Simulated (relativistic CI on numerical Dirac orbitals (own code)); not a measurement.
## Hyperfine structure of Pd40+, mass number 105

Computed by Dirac-Coulomb-Breit CI, separate exchange-only KLI orbitals for each configuration, model QED (radiative potential, 1s self-energy scaled to tabulated hydrogen-like ionisation energies), unscaled Slater integrals (own radial code, finite nucleus).

CI space (outside the closed core 1s2): 2s2 2p2, 2s 2p3, 2p4, 2p3 3s, 2p3 3p, 2p3 3d, 2s2 2p 3s, 2s2 2p 3p, 2s2 2p 3d, 2s 2p2 3s, 2s 2p2 3p, 2s 2p2 3d, 2s2 2p 4s, 2s2 2p 4p, 2s2 2p 4d, 2s2 2p 4f. Levels of other configurations are missing.

Nuclear spin I = 5/2, μ = -0.642 μN, Q = 0.66 b (tables of Stone and Pyykkö). The electronic factors are computed for point nuclear moments, without core polarisation or the Bohr-Weisskopf and QED corrections.

```csv
Level,E (eV),A (GHz),B (GHz)
2s2 2p2 3P_1,158.649,11.95,114
2s2 2p2 1D_2,172.444,-105.4,177
2s2 2p2 3P_2,340.875,-49.38,50.1
2s 2p3 3D°_2,455.507,-191.9,138
2s 2p3 3D°_3,484.410,-229.3,-0.76
2s 2p3 1D°_2,535.636,-4.688,-93.1
2s 2p3 3P°_2,676.536,-259.4,-212
```

Levels with J = 0, under 50 % of one LS term, or S terms without an open s electron are left out. Small factors come from cancelling terms and can be off by tens of per cent or more.

At this charge energies of transitions that change n are usually good to better than 1 %, and those within a shell (Δn = 0) to a few per cent.

Question: Give the hyperfine levels of 2s2 2p2 1D_2 relative to its centre of gravity.

Answer: With K = F(F + 1) − I(I + 1) − J(J + 1), E = AK/2 + B[¾K(K + 1) − I(I + 1)J(J + 1)]/[2I(2I − 1)J(2J − 1)]: F = 1/2: 861.6, F = 3/2: 624, F = 5/2: 272.1, F = 7/2: -127.8, F = 9/2: -482.9 GHz.

LS names give the leading component of a level, which can be under half, so a name can repeat, a term be missing and a line seem to break the LS rules.
